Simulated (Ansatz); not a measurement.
The same hydrolysis along the group Al, Ga, In.

Program: Ansatz. Geometries: PBE0-D4/def2-TZVP. ΔE: electronic, gas phase. CCSD(T)/CBS is the MP2 limit (def2-TZVPP, def2-QZVPP) plus CCSD(T) − MP2 in def2-TZVPP, frozen cores. This one scheme is used for every species. DFT in def2-TZVPP. Elements past krypton have def2 core potentials. For Br, Ga, In outer-core shells are correlated without core-valence functions, which leaves a few kJ/mol of doubt a bond. Scalar relativity is left out up to krypton. Each species was taken in one conformer, which may not be the lowest.

```csv
reaction,LDA (SPW92) (kJ/mol),PBE0-D4 (kJ/mol)
`[Cl][Al]([Br])[Br]` + H₂O → `[OH][Al]([Cl])[Br]` + HBr,15,26
`[Cl][Ga]([Br])[Br]` + H₂O → `[OH][Ga]([Cl])[Br]` + HBr,60,72
`[Cl][In]([Br])[Br]` + H₂O → `[OH][In]([Cl])[Br]` + HBr,96,109
```

(1) Give the CCSD(T)/CBS values in the same order. (Estimate.)

Largest T1 diagnostic: 0.013, for `[OH][In]([Cl])[Br]`.

Answers

(1) The calculation gave: 25, 68, 105 kJ/mol.
